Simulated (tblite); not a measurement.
Species: C₁₅H₁₁F₃O₃S.
Atom-mapped SMILES: `[O:1]=[S:2](=[O:3])([c:4]1[cH:5][cH:6][c:7](/[CH:8]=[CH:9]/[c:10]2[cH:11][cH:12][c:13]([OH:14])[cH:15][cH:16]2)[cH:17][cH:18]1)[C:19]([F:20])([F:21])[F:22]` (hydrogens: H23 on C5; H24 on C6; H25 on C8; H26 on C9; H27 on C11; H28 on C12; H29 on O14; H30 on C15; H31 on C16; H32 on C17; H33 on C18)

Cartesian coordinates in Å at the GFN2-xTB level; atoms count from 1:
```
atom  x, y, z in Å
O1     5.6837    1.9144   -0.6532
S2     5.2678    1.1235    0.4610
O3     5.7812    1.4089    1.7627
C4     3.5089    0.9023    0.4824
C5     2.8089    1.0068   -0.7063
C6     1.4488    0.7788   -0.7078
C7     0.7743    0.4421    0.4744
C8    -0.6501    0.1914    0.5329
C9    -1.5072    0.2227   -0.5019
C10   -2.9312   -0.0253   -0.4497
C11   -3.6176   -0.3649    0.7225
C12   -4.9743   -0.5922    0.7145
C13   -5.6991   -0.4856   -0.4723
O14   -7.0329   -0.7177   -0.4343
C15   -5.0339   -0.1474   -1.6469
C16   -3.6739    0.0770   -1.6305
C17    1.5193    0.3465    1.6596
C18    2.8804    0.5707    1.6687
C19    5.8215   -0.6542    0.0641
F20    5.3487   -1.4879    0.9948
F21    5.3075   -1.0320   -1.1095
F22    7.1388   -0.7785    0.0117
H23    3.3421    1.2734   -1.6048
H24    0.9060    0.8628   -1.6351
H25   -1.0218   -0.0397    1.5215
H26   -1.1357    0.4534   -1.4916
H27   -3.0826   -0.4549    1.6543
H28   -5.5013   -0.8556    1.6176
H29   -7.4143   -0.6162   -1.3152
H30   -5.5884   -0.0615   -2.5723
H31   -3.1728    0.3383   -2.5516
H32    1.0165    0.0910    2.5805
H33    3.4657    0.5033    2.5717
```

Structure optimised with GFN2-xTB, isolated species.

Masses are those of the commonest isotopes; rigid-rotor values at the optimised geometry. The values belong to one conformer with, in the numbering `[O:1]=[S:2](=[O:3])([c:4]1[cH:5][cH:6][c:7](/[CH:8]=[CH:9]/[c:10]2[cH:11][cH:12][c:13]([OH:14])[cH:15][cH:16]2)[cH:17][cH:18]1)[C:19]([F:20])([F:21])[F:22]`, O1–S2–C4–C5 24°, C6–C7–C8–C9 1°, C8–C9–C10–C11 -1°, C12–C13–O14–H 180°.

**Question.** What are A, B and C (cm⁻¹)?

**Answer.** Ia = 538.16, Ib = 6877.80, Ic = 6927.29 u·Å²; 505379 MHz·u·Å²/I gives 939.1, 73.5 and 73.0 MHz, that is A = 0.03132, B = 0.00245, C = 0.00243 cm⁻¹.

**Question.** Classify the top.

**Answer.** A near-prolate asymmetric top: κ = (2 × 73.5 − 939.1 − 73.0)/(939.1 − 73.0) = -1.00.

**Question.** Is it planar, by Δ = Ic − Ia − Ib?

**Answer.** Not planar: Δ = Ic − Ia − Ib = -488.67 u·Å². For a rigid frame Δ = −2 Σ m c², so Σ m c² = 244.34 u·Å² lies off the ab plane: 7.20 from hydrogen and 237.13 from heavier atoms. The atom farthest from that plane is 1.92 Å away.

**Question.** Where do the levels up to J = 5 lie, in MHz?

**Answer.** Above 0(0,0):
J = 1: 1(0,1) 146, 1(1,1) 1012, 1(1,0) 1013
J = 2: 2(0,2) 439, 2(1,2) 1304, 2(1,1) 1306, 2(2,1) 3903, 2(2,0) 3903
J = 3: 3(0,3) 879, 3(1,3) 1743, 3(1,2) 1746, 3(2,2) 4342, 3(2,1) 4342, 3(3,1) 8671, 3(3,0) 8671
J = 4: 4(0,4) 1464, 4(1,4) 2328, 4(1,3) 2333, 4(2,3) 4928, 4(2,2) 4928, 4(3,2) 9257, 4(3,1) 9257, 4(4,1) 15318, 4(4,0) 15318
J = 5: 5(0,5) 2197, 5(1,5) 3058, 5(1,4) 3066, 5(2,4) 5660, 5(2,3) 5660, 5(3,3) 9989, 5(3,2) 9989, 5(4,2) 16051, 5(4,1) 16051, 5(5,1) 23843, 5(5,0) 23843

**Question.** Estimate the classical rotational partition function at 10 K, 50 K and 200 K.

**Answer.** Point group C1, symmetry number σ = 1; q = (√π/σ)·√((kT/h)³/(ABC)), k/h = 20836.6 MHz/K: 75100 at 10 K, 840000 at 50 K, 6720000 at 200 K.

Its lowest GFN2-xTB frequency is 10 cm⁻¹, too small to tell a flat minimum from a shallow saddle. No vibrational averaging or centrifugal distortion is included, and the geometry carries the error of its method.

All values are computed, not measured.
